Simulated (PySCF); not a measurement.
Mg₃Se⁺, quartet: computed properties

Computed with PySCF, UPBE0, basis Se def2-TZVP, Mg def2-TZVP (no relativity, density fitting).

The structure is a minimum.

```xyz
4
charge 1 multiplicity 4, angstrom
Se    0.0000    0.0000   -0.3577
Mg    2.4300    0.0000    0.4186
Mg   -1.2150    2.1045    0.4186
Mg   -1.2150   -2.1045    0.4186
```

* Point group: C3v
* Bond lengths: Se–Mg 2.551 Å (×3)
* Bond angles: Mg–Se–Mg 111.2° (×3)
* Rotational constants: 0.07165, 0.07165, 0.03967 cm⁻¹
* Lowest empty level (β): -6.91 eV
* Dipole moment about the centre of mass: 2.42 D
* Entropy at 298.15 K and 1 bar (electronic part: spin only): 370.2 J/(mol K)
* Rotational symmetry number: 3
* Enthalpy at 298.15 K above 0 K: 19.99 kJ/mol
* Heat capacity Cp at 298.15 K: 79.8 J/(mol K)
* Principal quadrupole moments (Buckingham, traceless) about the centre of mass: -18.36, 9.18, 9.18 D Å
* Spin squared ⟨S²⟩: 3.753
* Highest occupied level (α): -8.91 eV
* Principal polarisabilities: 139.3, 178.2, 178.2 bohr³
* Zero-point energy: 5.9 kJ/mol

Harmonic modes (masses in u: Se 79.917, Mg 23.985):
| symmetry | ω (cm⁻¹) | IR (km/mol, summed over degenerate members) | type |
| --- | --- | --- | --- |
| a1 | 45 | 7.0 | bend |
| e | 64 | 0.3 | bend |
| a1 | 260 | 7.2 | stretch |
| e | 273 | 224 | stretch |

In C3v the vibrations span 2a1 + 2e.

Charges (e):
| atom | Mulliken | Löwdin | polar tensor | spin (Mulliken) | Mayer order to Se1 |
| --- | --- | --- | --- | --- | --- |
| Se1 | -0.73 | 0.09 | -0.87 | 0.23 | – |
| Mg2,3,4 | 0.58 | 0.30 | 0.62 | 0.92 | 0.64 |

Mulliken populations on Se1: s 7.92, p 16.78, d 10.03, f 0.00.

Outer orbital energies (eV). α occupied: -22.30, -12.90, -12.90, -11.53, -9.58, -8.91, -8.91; empty: -5.22, -5.22, -4.68, -4.45. β occupied: -21.93, -12.47, -12.47, -11.26; empty: -6.91, -6.02, -6.02, -4.43.

Only a few start shapes were tried, so a lower isomer may exist.

The final relaxation and frequency run took 2.6 min on 4 threads of a shared Intel Xeon @ 2.50GHz (Skylake/Cascade Lake) host, with 144 basis functions and 12 gradients; the process peaked at 1.5 GiB.
